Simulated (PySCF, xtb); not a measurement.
GeH5Si, SMILES [SiH3][GeH2], multiplicity 2.

Harmonic wavenumbers (cm⁻¹) from GFN2-xTB run with xtb at its own minimum, in rising order: 60, 307, 335, 359, 468, 501, 737, 773, 794, 897, 1577, 1689, 2232, 2245, 2253.

Task: What does PBE-D3(BJ)/def2-TZVP in PySCF give at its own minimum? (Estimate from the structure and the level; the computed values follow.)

Result: 106, 327, 353, 376, 538, 578, 794, 852, 902, 904, 2025, 2056, 2134, 2165, 2175. Paired by order, the mean absolute difference is 105 cm⁻¹ and the zero-point energies are 21.8 and 23.3 kcal/mol.
